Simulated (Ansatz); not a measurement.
Basis sets compared for the cluster Sn₃F₄⁺. Charge 1, multiplicity 2. Geometry r2SCAN-D4/def2-SVP. Ansatz on 4 threads of Arm Neoverse V1 on a shared host; times are rough, and most runs start from earlier orbitals.

```tsv
atom	x (Å)	y (Å)	z (Å)
Sn1	-2.000	0.459	0.799
Sn2	1.645	-0.022	0.995
Sn3	0.394	-0.690	-1.751
F4	-0.134	1.047	-0.194
F5	-1.604	-0.938	-0.682
F6	2.124	0.451	-1.077
F7	-0.423	-0.306	1.910
```

In the def2 sets Sn takes a core potential; there is no spin–orbit coupling. Another isomer (doublet) lies 0.54 eV lower at PBE0-D4/def2-TZVP; other spin states weren't run for this one.

| level | functions | energy (Eh) | HOMO (eV) | LUMO (eV) | wall time |
| --- | --- | --- | --- | --- | --- |
| PBE-D4/def2-SVP | 134 | -1041.5973 | -8.92 | -8.08 | 2.9 s |
| PBE0-D4/def2-SVP | 134 | -1041.5954 | -9.83 | -7.38 | 4.9 s |

(1) Estimate the rows for PBE-D4/def2-TZVP (with forces), PBE0-D4/def2-TZVP.

Answers

(1) 
```csv
level,functions,energy (Eh),HOMO (eV),LUMO (eV),wall time
PBE-D4/def2-TZVP (with forces),274,-1042.1156,-9.00,-8.10,8.5 s
PBE0-D4/def2-TZVP,274,-1042.1081,-9.90,-7.37,21 s
```
